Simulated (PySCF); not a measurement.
methylammonium (CH6N), SMILES C[NH3+], charge +1.

Geometry optimised at PBE0-D3(BJ)/def2-TZVP.

Method: TDA-CAM-B3LYP/def2-TZVPD (PySCF).

Vertical excitations; the highest root listed may be one member of a degenerate set.  State labels are in the subgroup Cs.

Computed UV-visible absorptions:
```tsv
state	symmetry	energy (eV)	λ (nm)	f	main pairs
S1	A"	10.56	117	0.006	HOMO−1→LUMO (degenerate set)
S2	A'	10.56	117	0.006	HOMO→LUMO (degenerate set)
S3	A"	12.26	101	0.089	HOMO−1→LUMO+1 (degenerate set)
S4	A'	12.26	101	0.089	HOMO→LUMO+1 (degenerate set)
S5	A"	12.51	99	0.000	HOMO→LUMO+2 47 %, HOMO−1→LUMO+3 47 %
S6	A'	12.59	98	0.013	HOMO−1→LUMO+2, HOMO→LUMO+3 (degenerate set)
S7	A"	12.59	98	0.013	HOMO−1→LUMO+3, HOMO→LUMO+2 (degenerate set)
S8	A'	12.69	98	0.000	HOMO−2→LUMO 52 %, HOMO→LUMO+3 21 %, HOMO−1→LUMO+2 21 %
S9	A'	12.90	96	0.205	HOMO−2→LUMO 43 %, HOMO→LUMO+3 27 %, HOMO−1→LUMO+2 27 %
S10	A"	13.30	93	0.000	HOMO−1→LUMO+5 46 %, HOMO→LUMO+4 46 %
T1	A'	10.25	121	0	HOMO→LUMO (degenerate set)
T2	A"	10.25	121	0	HOMO−1→LUMO (degenerate set)
T3	A"	11.59	107	0	HOMO−1→LUMO+1 (degenerate set)
T4	A'	11.59	107	0	HOMO→LUMO+1 (degenerate set)
```
Triplets are in the Tamm–Dancoff approximation.
